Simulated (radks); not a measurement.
Results of a calculation; reference values are marked as such.
Removal energies from the tungsten ion W3+, [Xe] 4f14 5d3, by Delta-SCF beside the eigenvalue of the level emptied. Level of theory: scalar-relativistic Kohn-Sham, LDA (Slater exchange, Perdew-Wang correlation), spin-polarised, spherical densities, finite nucleus; Fermi nuclear charge, rms radius of each element as measured or else 0.836 A^(1/3) + 0.57 fm (a radial shooting solver on a logarithmic mesh with Libxc functionals). Open shells are filled with parallel spins first.

removed from,final configuration,Delta-SCF (eV),-eigenvalue (eV)
5d,[Xe] 4f14 5d2,38.332,32.302
4f,[Xe] 4f13 5d3,74.154,62.362
5p,[Kr] 4d10 4f14 5s2 5p5 5d3,78.567,71.110
5s,[Kr] 4d10 4f14 5s1 5p6 5d3,115.69,107.46
